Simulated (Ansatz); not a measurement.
Reactions of `FC(Cl)[SiH]1CO1`.

Isolated molecules relaxed with PBE0-D4/def2-TZVP in Ansatz; ΔE leaves out vibrations. CCSD(T)/CBS adds triple-zeta CCSD(T) − MP2 to the extrapolated MP2 energy (def2 sets, frozen cores). This one scheme is used for every species. Functionals use def2-TZVPP. Elements past krypton have def2 core potentials. For As, Te outer-core shells are correlated without core-valence functions, which leaves a few kJ/mol of doubt a bond. Scalar relativity is left out up to krypton. Each species was taken in one conformer, which may not be the lowest.

```tsv
reaction	CCSD(T)/CBS(def2) (kJ/mol)
`F[C@H](Cl)[Si@@H]1CO1` + arsine → `[AsH2][SiH]1CO1` + `FCCl`	?
`F[C@H](Cl)[Si@@H]1CO1` + `[SiH3]S` → `[SiH3]S[SiH]1CO1` + `FCCl`	-99
`F[C@H](Cl)[Si@@H]1CO1` + `FC(F)(F)[TeH]` → `[TeH][SiH]1CO1` + `FC(Cl)C(F)(F)F`	-119
`F[C@H](Cl)[Si@@H]1CO1` + `O[AsH2]` → `[AsH2][SiH]1CO1` + `OC(F)Cl`	?
`F[C@H](Cl)[Si@@H]1CO1` → `O=CC(F)[SiH2]Cl`	-140
`F[C@H](Cl)[Si@@H]1CO1` + `O[SiH2][SiH3]` → `O[SiH2][SiH]1CO1` + `FC([SiH3])Cl`	-9
```

Q: Fill in the missing values. (Best estimate.)

A: Computed: `F[C@H](Cl)[Si@@H]1CO1` + arsine → `[AsH2][SiH]1CO1` + `FCCl`: -59.3 kJ/mol; `F[C@H](Cl)[Si@@H]1CO1` + `O[AsH2]` → `[AsH2][SiH]1CO1` + `OC(F)Cl`: -60.5 kJ/mol.

Largest T1 diagnostic: 0.014, for `O[SiH2][SiH]1CO1`.
